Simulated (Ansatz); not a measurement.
Consider the redistribution: `[BH2][AlH][SiH3]` + `[OH][Ga]([Cl])[Cl]` → `[SiH3][Ga]([Cl])[Cl]` + `[BH2][AlH][OH]`.

Program: Ansatz. Geometries: PBE0-D4/def2-TZVP. ΔE: electronic, gas phase. CBS: MP2 limit from def2 TZ/QZ plus the TZ coupled-cluster correction, frozen cores. DFT in def2-TZVPP. For Ga outer-core shells are correlated without core-valence functions, which leaves a few kJ/mol of doubt a bond. Scalar relativity is left out up to krypton. One conformer a species, not always the lowest.

```json
{"species": "`[BH2][AlH][SiH3]`", "r2SCAN-D4 energy (Eh)": "-560.25190"}
{"species": "`[OH][Ga]([Cl])[Cl]`", "r2SCAN-D4 energy (Eh)": "-2921.18587"}
{"species": "`[SiH3][Ga]([Cl])[Cl]`", "r2SCAN-D4 energy (Eh)": "-3136.60903"}
{"species": "`[BH2][AlH][OH]`", "r2SCAN-D4 energy (Eh)": "-344.86950"}
```

Question: Work out ΔE.

Answer: ΔE = (-3136.60903) + (-344.86950) − (-560.25190) − (-2921.18587) = -0.04076 Eh = -107.0 kJ/mol. CCSD(T)/CBS gives -112.4 kJ/mol.

Largest T1 diagnostic among the species: 0.013.

At CCSD(T), def2-SVP lies +14.2 kJ/mol from the extrapolated value and def2-TZVPP +7.1 kJ/mol. Leaving LDA and LC-ωPBE aside and taking each functional with its dispersion term where it has one, the values, not all of them listed here, spread over 17.9 kJ/mol, from BHLYP-D4 to revPBE-D4.
